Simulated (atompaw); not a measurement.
bismuth: variants of one PAW (atompaw) potential

Base potential:

bismuth (Bi), PAW, made with atompaw 4.2.0.5 (PBE, scalar-relativistic). Core [Xe] 4f14 5d10, reference 6s2 6p3. Waves: 6s (bound): rc 2.45 bohr; 6s channel at 4.25 Ry: rc 1.55 bohr; 6p (bound): rc 2.45 bohr; 6p channel at 0.2 Ry: rc 2.45 bohr. Local part: bessel scheme, radius 2.10 bohr. Core correction: smooth core density matched at 2.40 bohr. Augmentation charge: besselshape compensation charge, radius 2.00 bohr; PAW radius 2.45 bohr; waves and projectors: custom rrkj gramschmidtortho.

Cutoffs, loose and tight: the cutoffs (Ry, on a coarse ladder) from which the occupation-weighted sum of valence levels, in a spherical-Bessel basis at the reference potential, stays within 10 and 1 mRy of its value at 400 Ry. They see the waves, projectors and local potential, not the compensation charge or the core. A dash means not determined.

A true bound ghost makes a file unfit for plane-wave use even where its test errors are small: the radial tests pick states by their node count and pass the ghost by.

| change | outcome | cutoff, loose | cutoff, tight | bound ghosts |
| --- | --- | --- | --- | --- |
| base | generated, no UPF (negative core plus compensation charge) | 6 Ry | 8 Ry | none |
| core correction smooth core density matched at 1.86 bohr | generated | 6 Ry | 8 Ry | none |
| augmentation besselshape compensation charge, radius 1.74 bohr; PAW radius 2.45 bohr; waves and projectors: custom rrkj gramschmidtortho | generated, no UPF (negative core plus compensation charge) | 6 Ry | 8 Ry | none |
| augmentation besselshape compensation charge, radius 2.00 bohr; PAW radius 2.45 bohr; waves and projectors: custom polynom gramschmidtortho | generated | 8 Ry | 12 Ry | s |
| augmentation sinc compensation charge, radius 2.00 bohr; PAW radius 2.45 bohr; waves and projectors: custom rrkj gramschmidtortho | generated | 6 Ry | 8 Ry | none |
| wave 6p (bound): rc 2.45 bohr becomes 6p (bound): rc 2.34 bohr | generated, no UPF (negative core plus compensation charge) | 6 Ry | 6 Ry | none |
| wave 6p channel at 0.2 Ry: rc 2.45 bohr becomes 6p channel at 0.2 Ry: rc 1.66 bohr | generated, no UPF (negative core plus compensation charge) | 6 Ry | 6 Ry | none |
| local potential bessel scheme, radius 1.78 bohr | generated, no UPF (negative core plus compensation charge) | 6 Ry | 10 Ry | d |
| wave 6s channel at 4.25 Ry: rc 1.55 bohr becomes 6s channel at 8.22 Ry: rc 1.55 bohr | generated, no UPF (negative core plus compensation charge) | 8 Ry | 10 Ry | s |

(1) What comes out with this change to the base: augmentation besselshape compensation charge, radius 2.00 bohr; PAW radius 2.45 bohr; waves and projectors: custom polynom2 7 10 vanderbiltortho?

## Answers

(1) outcome: generated; cutoff, loose: 10 Ry; cutoff, tight: 25 Ry; bound ghosts: none.
